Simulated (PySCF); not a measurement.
Zn(F)(GeH3) (FGeH3Zn), SMILES [Zn]([F])[GeH3].

Geometry: PBE0-D3(BJ)/def2-SVP. The structure was generated by enumeration; whether it is a known compound was not checked.

Two levels are set side by side: PBE/def2-TZVPD (PySCF) and M06-2X/def2-TZVPD (PySCF). Same geometry, gas phase. Differences are taken from unrounded values.

```tsv
quantity	PBE
orbital gap (eV)	5.61
highest occupied level (eV)	-7.44
lowest empty level (eV)	-1.83
dipole moment (D)	2.39
mean polarisability (bohr³)	62.9
```

Task: These are the PBE values. What does M06-2X give? (Estimate from the structure and the level; the computed values follow.)

Result: 
```json
[
 {"quantity": "orbital gap (eV)", "M06-2X": "8.77", "PBE minus M06-2X": "-3.16"},
 {"quantity": "highest occupied level (eV)", "M06-2X": "-9.34", "PBE minus M06-2X": "1.89"},
 {"quantity": "lowest empty level (eV)", "M06-2X": "-0.57", "PBE minus M06-2X": "-1.27"},
 {"quantity": "dipole moment (D)", "M06-2X": "2.43", "PBE minus M06-2X": "-0.04"},
 {"quantity": "mean polarisability (bohr³)", "M06-2X": "58.3", "PBE minus M06-2X": "4.5"}
]
```

PBE's occupied levels lie high since its potential decays too fast outside the molecule; exact exchange lowers them and widens the gap. Loosely held outer electrons make PBE densities more polarisable. Differences between two approximate levels are no errors against the true value.

Rough cost on one machine, each run with all the roots and properties that it gave: M06-2X against PBE about 3 times.
